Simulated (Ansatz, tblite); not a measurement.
Breaking a bond: AsH, triplet.

- UMP2 = MP2 on UHF/aug-cc-pVDZ, cores with 3d frozen (Ansatz, a quantum-chemistry and plane-wave program)
- GFN2-xTB, 300 K electronic temperature (tblite)
- UCCSD = CCSD on UHF/aug-cc-pVDZ, cores with 3d frozen in Ansatz

Total energies in hartree (comparable only within one method and basis):

```
R / Å         UMP2  GFN2-xTB        UCCSD
-----  -----------  --------  -----------
1.17   -2234.73501  -2.71005  -2234.75447
1.21   -2234.75590  -2.73270  -2234.77548
1.31   -2234.79092  -2.76549  -2234.81082
1.35   -2234.79958  -2.77237  -2234.81963
1.45   -2234.81173  -2.78070  -2234.83223
1.48   -2234.81330  -2.78153  -2234.83396
1.53   -2234.81429  -2.78178  -2234.83523
1.59   -2234.81330  -2.78068  -2234.83461
1.63   -2234.81160  -2.77931  -2234.83318
1.67   -2234.80923  -2.77756  -2234.83110
1.77   -2234.80112  -2.77192  -2234.82385
1.89   -2234.78834  -2.76350  -2234.81287
2.06   -2234.76626  -2.74978  -2234.79585
2.30   -2234.74506  -2.72854  -2234.77381
2.52   -2234.73552  -2.70975  -2234.75898
2.72   -2234.73102  -2.69451  -2234.75053
3.03   -2234.72766  -2.67530  -2234.74421
3.38   -2234.72609  -2.65989  -2234.74167
3.79   -2234.72535  -2.64930  -2234.74066
4.13   -2234.72510  -2.64506  -2234.74034
4.65   -2234.72494  -2.64250  -2234.74015
5.40   -2234.72486         —  -2234.74005
6.19   -2234.72484         —  -2234.74002
```

Dashes: no converged value, or the column stops at the first point that the program doubted or that broke a chosen test of continuity, which isn't proof of a fault.

The unrestricted determinant behind UMP2, UCCSD is spin-contaminated at 2.06 to 6.19 Å (<S²> up to 3.0, against 2.00 for a pure triplet).
